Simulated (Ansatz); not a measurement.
Geometry optimisation, RKS PBE0-D4/def2-SVP (Ansatz 0.2.0).

Input:

```yaml
crystal:
  periodic: [false, false, false]
  atoms:
    - { symbol: Ta, position_ang: [-0.318218, -0.301268, 0.229397] }
    - { symbol: F, position_ang: [2.795205, -0.015207, 0.198124] }
    - { symbol: F, position_ang: [0.329761, 0.554552, 1.752909] }
    - { symbol: F, position_ang: [0.47569, -0.24235, -1.44286] }
    - { symbol: F, position_ang: [-1.473569, 1.174777, 0.031605] }
    - { symbol: F, position_ang: [-1.823834, -1.374945, 0.032755] }
    - { symbol: "N", position_ang: [0.707772, -1.947411, 1.048567] }
    - { symbol: H, position_ang: [0.622454, -2.903903, 0.710918] }
    - { symbol: H, position_ang: [1.053652, -1.963103, 2.005403] }
    - { symbol: H, position_ang: [2.594487, -0.893843, 0.411984] }
basis:
  gaussian: { orbitals: def2-SVP }
hamiltonian:
  xc: pbe0
  dispersion: d4
relax:
  f_tol: 0.03
  max_steps: 50
```

Launched with:

```bash
$ ansatz run input.yaml --threads 4 --pin off --max-ram 5120MiB --backend cpu --events-out ev --progress --plain --runs-dir out
```

Q: Where does it end, and by what steps?

A: It converged. After 19 steps the energy has fallen by 2.458 eV; F2 moved furthest, 1.20 Å. Parted: F2–H10 (0.93 → 2.53 Å). Joined: Ta1–F2 (3.13 → 1.89 Å), N7–H10 (2.25 → 1.02 Å).

```
step  energy less start (eV)  largest force component (eV/Å)  accepted
   0                  0.0000                           1.453       yes
   1                 -0.1303                           0.745       yes
   2                 -0.1804                           0.541       yes
   3                 -0.2310                           0.421       yes
   4                 -0.3019                           0.533       yes
   5                 -0.3414                           1.454       yes
   6                 -0.5455                           2.043       yes
   7                 -0.8094                           3.946       yes
   8                 -1.2477                           4.889       yes
   9                 -1.7668                           1.966       yes
  10                 -1.9842                           1.072       yes
  11                 -2.1364                           0.782       yes
  12                 -2.1346                           1.592        no
  13                 -2.2096                           0.240       yes
  14                 -2.2678                           0.235       yes
  15                 -2.3404                           0.343       yes
  16                 -2.4133                           0.323       yes
  17                 -2.4560                           0.044       yes
  18                 -2.4577                           0.049       yes
  19                 -2.4579                           0.003       yes
```

```xyz
10
Properties=species:S:1:pos:R:3
Ta 0.020 0.010 0.193
F 1.799 0.645 0.122
F 0.038 0.334 2.055
F 0.314 -0.835 -1.471
F -0.880 1.537 -0.383
F -1.451 -1.144 0.462
N 1.142 -1.892 0.912
H 0.876 -2.721 0.379
H 0.954 -2.080 1.898
H 2.151 -1.768 0.811
```

Whether the end is a true minimum wasn't checked by a vibrational analysis.

Time of the run: 59 s on 4 threads of Arm Neoverse V1, with other jobs on the host, peak memory 0.37 GiB.
